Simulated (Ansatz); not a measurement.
Potential energy curve for Ga2, triplet.

UKS-PBE = unrestricted PBE/cc-pVTZ (Ansatz, a program for electronic structure); FCI = full CI/cc-pVTZ, cores with 3d frozen in Ansatz.

Energies relative to the lowest point of each curve between 2.55 and 3.33 Å, where full CI is lowest, in kJ/mol; the last columns give the error against full CI:

| R / Å | UKS-PBE | FCI | UKS-PBE − FCI |
|---|---|---|---|
| 2.55 | 5.3 | 7.7 | -2.4 |
| 2.65 | 1.1 | 1.5 | -0.4 |
| 2.76 | 0.0 | 0.0 | 0.0 |
| 2.93 | 4.5 | 5.0 | -0.5 |
| 3.07 | 11.6 | 13.1 | -1.5 |
| 3.33 | 28.6 | 32.1 | -3.5 |
| 3.55 | 44.2 | 48.9 | -4.7 |
| 3.93 | 69.9 | 74.2 | -4.3 |
| 4.32 | 92.4 | 93.3 | -0.8 |
| 4.79 | 113.7 | 107.3 | 6.3 |
| 5.42 | 133.5 | 116.6 | 16.8 |
| 6.11 | 146.0 | 120.8 | 25.2 |
| 7.10 | 151.0 | 123.0 | 28.0 |
| 8.28 | 152.2 | 123.8 | 28.4 |

UKS-PBE is furthest from FCI at 8.28 (28.4 kJ/mol, above); its mean absolute error over the points is 8.8 kJ/mol.

The scan ran from 1.76 to 8.28 Å; beyond the distances shown full CI changes its symmetry label.
